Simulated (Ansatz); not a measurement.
`B[SiH2]C(F)Cl` + `N[SiH2][SiH3]` → `FC([SiH3])Cl` + `BN[SiH2][SiH3]`  (redistribution)

Program: Ansatz. Geometries: PBE0-D4/def2-TZVP. ΔE: electronic, gas phase. CCSD(T)/CBS adds triple-zeta CCSD(T) − MP2 to the extrapolated MP2 energy (def2 sets, frozen cores). This one scheme is used for every species. Functionals use def2-TZVPP. B3LYP here is the variant with VWN-RPA as its local correlation; programs differ in this. Each species was taken in one conformer, which may not be the lowest.

`B[SiH2]C(F)Cl`:

Z-matrix (Å, degrees):
```
Si
C 1 1.912
B 1 2.009 2 112.2
H 1 1.486 2 107.1 3 -125.0
H 1 1.492 2 106.7 3 118.0
Cl 2 1.780 1 110.5 3 178.2
F 2 1.373 1 110.1 3 57.8
H 2 1.092 1 113.7 3 -63.0
H 3 1.195 1 120.0 2 -166.3
H 3 1.195 1 122.3 2 16.0
```

`N[SiH2][SiH3]`:

Z-matrix (Å, degrees):
```
Si
Si 1 2.341
N 1 1.724 2 108.6
H 1 1.497 2 108.1 3 -126.1
H 1 1.488 2 110.7 3 117.7
H 2 1.489 1 110.3 3 173.7
H 2 1.491 1 110.1 3 54.6
H 2 1.488 1 111.4 3 -65.4
H 3 1.008 1 119.6 2 167.4
H 3 1.007 1 119.6 2 -50.6
```

`FC([SiH3])Cl`:

Cartesian coordinates in Å:
```
F 0.428 1.204 1.440
C 0.617 0.063 0.707
Si -0.735 -0.120 -0.625
Cl 2.207 0.136 -0.093
H 0.673 -0.776 1.404
H -2.058 -0.153 0.049
H -0.494 -1.394 -1.343
H -0.638 1.040 -1.540
```

`BN[SiH2][SiH3]`:

Z-matrix (Å, degrees):
```
Si
N 1 1.751
Si 1 2.344 2 111.0
H 1 1.490 2 109.6 3 120.2
H 1 1.483 2 107.1 3 -121.4
B 2 1.399 1 126.8 3 114.5
H 2 1.011 1 116.5 3 -63.9
H 3 1.488 1 110.6 2 -63.2
H 3 1.488 1 110.5 2 176.0
H 3 1.490 1 109.9 2 56.4
H 6 1.198 2 119.0 1 1.3
H 6 1.198 2 119.6 1 -178.7
```

```json
{"level": "PBE-D4", "ΔE (kcal/mol)": "-38.0"}
{"level": "B3LYP-D4", "ΔE (kcal/mol)": "-39.6"}
{"level": "B3LYP", "ΔE (kcal/mol)": "-39.4"}
{"level": "SCS-MP2/def2-QZVPP", "ΔE (kcal/mol)": "-40.0"}
```

Q: What does CCSD(T)/CBS give? (Best estimate.)

A: Computed: -38.8 kcal/mol. The listed levels differ from it by 0.8, -0.8, -0.6, -1.2 kcal/mol.

Largest T1 diagnostic among the species: 0.013.
